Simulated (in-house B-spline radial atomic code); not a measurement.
Configurations of the hafnium ion Hf⁵⁺, with energies counted from [Xe] (4f5/2)6 (4f7/2)7. All numbers are computed (Dirac-Hartree-Fock, average of each configuration as written; Fermi nucleus of rms radius 5.347 fm) with a B-spline radial code for spherical atoms, not measured. Energies include first-order Breit, QED and recoil terms.

Occupations are held fixed; configurations that lie above the ionisation limit could autoionise.

```csv
configuration,E - E(ref) (eV),highest orbital,its <r> (bohr)
[Kr] 4d10 (4f5/2)6 (4f7/2)7 5s2 (5p1/2)1 (5p3/2)4 (6p3/2)1,64.944,6p3/2,2.844
[Kr] 4d10 (4f5/2)5 (4f7/2)8 5s2 (5p1/2)2 (5p3/2)3 (9d5/2)1,90.099,9d5/2,11.96
[Kr] 4d10 (4f5/2)5 (4f7/2)8 5s2 (5p1/2)1 (5p3/2)4 (9g9/2)1,102.73,9g9/2,18.42
[Kr] (4d3/2)3 (4d5/2)6 (4f5/2)5 (4f7/2)8 5s2 5p6 7s1,273.76,7s1/2,4.252
[Kr] (4d3/2)4 (4d5/2)5 (4f5/2)5 (4f7/2)8 5s2 5p6 8s1,275.67,8s1/2,6.571
[Kr] (4d3/2)4 (4d5/2)5 (4f5/2)6 (4f7/2)7 5s2 5p6 (7g9/2)1,281.12,7g9/2,10.47
[Kr] (4d3/2)3 (4d5/2)6 (4f5/2)5 (4f7/2)8 5s2 5p6 (8d5/2)1,289.46,8d5/2,8.615
```

Problem. Order these further configurations by energy, lowest first.
A. [Xe] (4f5/2)4 (4f7/2)8 6s1
B. [Kr] 4d10 (4f5/2)6 (4f7/2)7 5s2 (5p1/2)2 (5p3/2)3 (9f5/2)1
C. [Xe] (4f5/2)5 (4f7/2)8
D. [Xe] (4f5/2)4 (4f7/2)8 (5g9/2)1
E. [Kr] 4d10 (4f5/2)6 (4f7/2)7 5s2 (5p1/2)1 (5p3/2)4 (6d3/2)1

Solution. C (1.6527 eV), A (40.811 eV), D (73.638 eV), E (76.288 eV), B (90.543 eV).

Problem. How far above the reference does [Xe] (4f5/2)6 (4f7/2)6 (7p3/2)1 lie?

Solution. 65.018 eV; its least bound orbital is 7p3/2 with <r> = 4.821 bohr.

Problem. How far above the reference does [Kr] (4d3/2)4 (4d5/2)5 (4f5/2)5 (4f7/2)8 5s2 5p6 (5g7/2)1 lie?

Solution. 274.78 eV; its least bound orbital is 5g7/2 with <r> = 4.532 bohr.

Problem. How far above the reference does [Kr] (4d3/2)4 (4d5/2)5 (4f5/2)5 (4f7/2)8 5s2 5p6 (6d3/2)1 lie?

Solution. 262.98 eV; its least bound orbital is 6d3/2 with <r> = 3.516 bohr.
